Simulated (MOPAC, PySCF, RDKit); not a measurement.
Noncovalent pair: H3NSe (SMILES N[SeH]) (first 5 atoms) with H2O (SMILES O); geometry from B3LYP-D3(BJ)/def2-TZVP, rigid monomers moved along the line of their centres of mass till N1···H7 is 2.75 Å.
(charge 0, multiplicity 1):
```xyz
8

N     -1.07292     0.40476     0.50212
Se     0.39156    -0.45012    -0.29184
H     -1.14491     1.36279     0.18173
H     -1.93319    -0.08622     0.29239
H     -0.03129    -0.39510    -1.71329
O     -0.28487     0.50839     4.11667
H     -0.66014     0.53374     3.21869
H     -0.38407    -0.40249     4.40901
```

Interaction energies are E(AB) − E(A) − E(B) at the monomers' geometry in the complex; basis-set methods are counterpoise corrected. RDKit's UFF carries no charges.

Rows in 6-31G* carry no dispersion term and start afresh at each structure (6-31G* with six Cartesian d functions); the Pople sets are all-electron and without relativity. The state that AM1 reach isn't checked.

Programs: MOPAC for AM1 (differences of heats of formation); PySCF for 6-31G* rows; RDKit for the force fields. Each number belongs to the level named beside it.

One of these levels gives -61.1 meV for the interaction energy. Name it.
A. HF/6-31G*
B. UFF
C. AM1

C, AM1. The others give -13.3 (UFF), -123.8 (HF/6-31G*)
